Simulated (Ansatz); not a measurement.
`[OH][SnH2][Br]` + NH₃ → `[NH2][SnH2][OH]` + HBr at 700 K and 1 bar (ligand exchange at the Sn–Br bond).

Gas-phase electronic energies from Ansatz, PBE0-D4/def2-TZVP geometries. CBS: MP2 limit from def2 TZ/QZ plus the TZ coupled-cluster correction, frozen cores. This one scheme is used for every species. Elements past krypton have def2 core potentials. For Br, Sn outer-core shells are correlated without core-valence functions, which leaves a few kJ/mol of doubt a bond. Scalar relativity is left out up to krypton. Each species was taken in one conformer, which may not be the lowest.

```csv
species,CCSD(T)/CBS energy (Eh),H − E (kJ/mol),S (J/(mol·K))
`[OH][SnH2][Br]`,-2864.37583,128.5,413.4
NH₃,-56.50880,116.9,226.5
`[NH2][SnH2][OH]`,-346.92092,201.6,431.6
HBr,-2573.91920,36.5,223.7
```

H − E and S are ideal-gas, rigid-rotor, harmonic terms from PBE0-D4/def2-TZVP, for one conformer and one mirror image of each species. 1 Eh = 2625.50 kJ/mol, R = 8.31446 J/(mol·K).

Problem. By hand: ΔE, ΔH, ΔS and ΔG.

Solution. ΔE = (-346.92092) + (-2573.91920) − (-2864.37583) − (-56.50880) = 0.04451 Eh = 116.9 kJ/mol. Δ(H − E) = 201.6 + 36.5 − 128.5 − 116.9 = -7.3, so ΔH = 109.6 kJ/mol. ΔS = 431.6 + 223.7 − 413.4 − 226.5 = 15.4 J/(mol·K). ΔG = 109.6 − 700 × (15.4)/1000 = 98.8 kJ/mol.

Problem. By hand: the equilibrium constant, and the temperature at which ΔG would vanish if ΔH and ΔS stayed fixed.

Solution. log₁₀ K = −ΔG/(RT ln 10) = -7.4. ΔG = 0 at ΔH/ΔS = 7117 K, far beyond where these terms or the molecules hold.

ΔH outweighs TΔS. A doubt of 5 kJ/mol in ΔE shifts log₁₀ K by 0.4 here. Other conformers and mirror images would add mixing entropy, several J/(mol·K) or more a flexible species. Modes under 60 cm⁻¹, often nearly free rotors, make the harmonic entropy too high. These are equilibria of isolated gas molecules and say nothing of rates. Largest T1 diagnostic: 0.013 (customary marks: 0.02 for closed shells, 0.045 for open ones).
